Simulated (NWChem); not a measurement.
## Basis-set convergence for HClSn

```xyz
3

Sn    -0.4221     0.4225     0.0000
H      0.8175     1.7112     0.0000
Cl     1.1933    -1.3434     0.0000
```
Charge 0, spin multiplicity 1.

All runs are NWChem calculations. Structure: optimised with PBE0/def2-SVP with def2 effective core potentials on Sn, a minimum by its harmonic frequencies.

Quantity: first vertical ionisation energy at the level G0W0@PBE0.

Effective core potentials replace the inner electrons of Sn; spin-orbit coupling is left out. GW and range-separated runs recompute their integrals, the others keep them in memory, which bears on the times. The structure started from a generated list of species.

Relative cost: rough, from shared machines, SCF included, def2-SVP = 1.

```tsv
basis	functions	first vertical ionisation energy (eV)	relative cost
def2-SVP	49	___	1
def2-SVPD	67	8.81	under 3
def2-TZVP	93	9.08	5
def2-TZVPP	106	___	4
def2-TZVPD	111	9.10	6
def2-QZVP	182	___	30
```

Problem. What belongs in the gaps?

Solution. 
- def2-SVP, first vertical ionisation energy (eV): 8.68
- def2-TZVPP, first vertical ionisation energy (eV): 9.15
- def2-QZVP, first vertical ionisation energy (eV): 9.33
